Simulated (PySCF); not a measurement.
CH4S2Zn, SMILES [Zn]([SH])[S]C. Geometry: PBE-D3(BJ)/def2-SVP. The structure was generated by enumeration; whether it is a known compound was not checked. One conformer was computed; it need not be the lowest.

Computed equilibrium geometry at PBE-D3(BJ)/def2-SVP (PySCF confirms it by a frequency run) as a Z-matrix (one conformer of several):
```
Zn
S 1 2.1785
C 2 1.8456 1 100.16
H 3 1.1069 2 112.26 1 62.23
H 3 1.1070 4 109.63 2 125.54
H 3 1.1073 4 108.10 5 117.60
S 1 2.1841 3 144.26 4 54.21
H 7 1.3648 1 91.76 3 92.13
```
Charge 0, spin multiplicity 1.
